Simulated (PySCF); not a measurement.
C2H9AlOSi

C2H9AlOSi is a small molecule, neutral, singlet. The structure, one conformer, was relaxed in the gas phase by PBE0-D3(BJ)/def2-SVP. No frequency run checks that it is a minimum.

SMILES: [CH3][Al]([CH3])[O][SiH3]

Coordinates in Å:
```
Si1     2.174    1.570    0.580
O2      0.878    0.628    0.229
Al3    -0.479   -0.344   -0.144
C4     -0.139   -2.121   -0.870
C5     -2.241    0.406    0.224
H6      1.748    2.834    1.258
H7      3.119    0.849    1.490
H8      2.911    1.936   -0.670
H9     -1.039   -2.576   -1.313
H10     0.215   -2.801   -0.076
H11     0.651   -2.104   -1.639
H12    -2.418    0.461    1.312
H13    -2.328    1.437   -0.157
H14    -3.058   -0.191   -0.212
```

Shieldings: GIAO PBE0/pcSseg-2. Shifts are against computed references at the same level: C TMS (σ 184.1 ppm), H TMS (σ 31.24 ppm), Si TMS (σ 341.3 ppm). Core levels by delta-SCF with SCAN, pcX-2 on the ionised atom and pcseg-1 elsewhere, spin-free X2C (2p3/2 is the spin-free 2p value less a third of a first-order spin-orbit splitting); from the vacuum level, for chosen atoms.

Question: Give the NMR and core-level values of the distinct atoms.

Answer: 
```csv
atoms,bonded to,σ (ppm),δ (ppm),core level (eV)
Si1,1 O + 3 H,390.1,-48.8,2p3/2 107.13
O2,1 Al + 1 Si,264.3,-,1s 537.10
Al3,2 C + 1 O,349.1,-,2p3/2 80.01
C4,1 Al + 3 H,195.3,-11.1,1s 289.71
C5,1 Al + 3 H,195.4,-11.3,1s 289.71
H6 H7 H8,1 Si,26.06,5.19,-
H9 H10 H11,1 C,31.69,-0.44,-
H12 H13 H14,1 C,31.70,-0.45,-
```

Values are those of this one static structure, with the three H of a rotating XH3 group averaged; atoms that internal rotation interchanges would show their mean in an NMR spectrum.

Question: By CAM-B3LYP/def2-SVPD (TDDFT singlets, Tamm-Dancoff triplets, ionisation by delta-SCF), where does absorption start, and what does vertical ionisation take?

Answer: The lowest singlet lies at 6.04 eV (f 0.001), the strongest of the first 6 at 6.48 eV (f 0.114), the lowest triplet at 5.74 eV; vertical ionisation takes 9.77 eV.
